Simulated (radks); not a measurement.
Cl, configuration [Ne] 3s2 3p5. Method: non-relativistic Kohn-Sham, TPSS, spin-unpolarised, spherical densities, point nucleus; meta-GGA in the generalised Kohn-Sham scheme; computed with a radial shooting solver on a logarithmic mesh with Libxc functionals.

Normalised radial functions P(r) = r R(r), r in bohr:

r,1s,2s,3s
0.01131,1.2748,0.3535,0.1125
0.01634,1.6914,0.4668,0.1484
0.02342,2.1506,0.5874,0.1866
0.03384,2.6065,0.6951,0.2203
0.0489,2.9247,0.7357,0.2318
0.07065,2.9392,0.6302,0.1953
0.1013,2.5371,0.3038,0.0864
0.1463,1.7509,-0.2825,-0.1056
0.2114,0.8823,-0.9927,-0.3245
0.3054,0.2854,-1.5005,-0.4310
0.4378,0.0519,-1.4887,-0.2718
0.6325,0.0038,-0.9839,0.1794
0.9139,0.0001,-0.3972,0.6843
1.32,0.0000,-0.0860,0.8845
1.893,0.0000,-0.0088,0.6718
2.735,0.0000,-0.0003,0.3084
3.951,0.0000,0.0000,0.0789
5.709,0.0000,0.0000,0.0098

1s: eigenvalue -2749.4 eV, 0 radial nodes, <r> = 0.0913 bohr, 90 % of the charge inside 0.163 bohr. 2s: eigenvalue -252.81 eV, 1 radial node at r = 0.125 bohr, <r> = 0.445 bohr, 90 % of the charge inside 0.696 bohr. 3s: eigenvalue -20.914 eV, 2 radial nodes at r = 0.122, 0.557 bohr, <r> = 1.54 bohr, 90 % of the charge inside 2.34 bohr.
